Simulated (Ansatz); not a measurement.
A calculation with Ansatz (development build ahead of 0.2.0).

```yaml
crystal:
  periodic: [false, false, false]
  atoms:
    - { symbol: Be, position_ang: [0.0, 0.0, 0.0] }
    - { symbol: Cl, position_ang: [0.0, 4.1411, 2.3909] }
    - { symbol: Cl, position_ang: [0.0, -4.1411, 2.3909] }
basis:
  gaussian: { orbitals: pcseg-2 }
total_charge: 1
magnetization:
  initial_magnetization: 1
hamiltonian:
  xc: pbe
```

The input is written out in the form of the current development build from the run's settings.

Results

```yaml
Converged: yes
Total_energy: -934.21080 hartree
Spin_squared_of_the_determinant: 0.750
Stability_test: minimum among restricted orbitals
```

Caution: stretched shape with no unrestricted run beside it, a lower state can exist; charge can spread falsely over distant fragments.
